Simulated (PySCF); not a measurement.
Stepwise substitution at one centre (Si OCH3-C2H5). Isolated molecules, 0 K electronic values unless said otherwise. One relaxed conformer stands for each flexible species; it need not be the lowest. Strings in code marks are SMILES.

Quantity: redistribution energy (mixed species minus the weighted end members), in kcal/mol.

Case: 1 of 4 OCH3 replaced by C2H5: `CO[Si](CC)(OC)OC`. The other species in the difference include `CO[Si](OC)(OC)OC` (neutral, multiplicity 1). Geometry of `CC[Si](OC)(OC)OC` (neutral, multiplicity 1, Å):

```xyz
23

C      2.3640    -0.5110     1.3543
C      1.3169     0.5739     1.0631
Si    -0.0509    -0.0047    -0.0613
O     -0.8815    -1.3095     0.5293
C     -1.9189    -1.2779     1.4819
O      0.6590    -0.4742    -1.4800
C     -0.0047    -1.1642    -2.5179
O     -1.2049     1.1705    -0.3060
C     -0.9599     2.4538    -0.8299
H      3.1517    -0.1499     2.0350
H      2.8470    -0.8473     0.4239
H      1.8985    -1.3958     1.8173
H      0.8545     0.9328     2.0003
H      1.7942     1.4591     0.6061
H     -1.5304    -1.0897     2.5006
H     -2.6637    -0.4977     1.2479
H     -2.4251    -2.2563     1.4888
H     -0.4833    -2.0868    -2.1466
H     -0.7849    -0.5383    -2.9882
H      0.7327    -1.4352    -3.2896
H     -1.9238     2.9511    -1.0229
H     -0.3988     2.4119    -1.7816
H     -0.3877     3.0854    -0.1246
```

**Question.** Give the redistribution energy (mixed species minus the weighted end members) at the level SVWN5/6-31G* // B3LYP-D3(BJ)/def2-SVP (PySCF).

**Answer.** -0.20 kcal/mol.
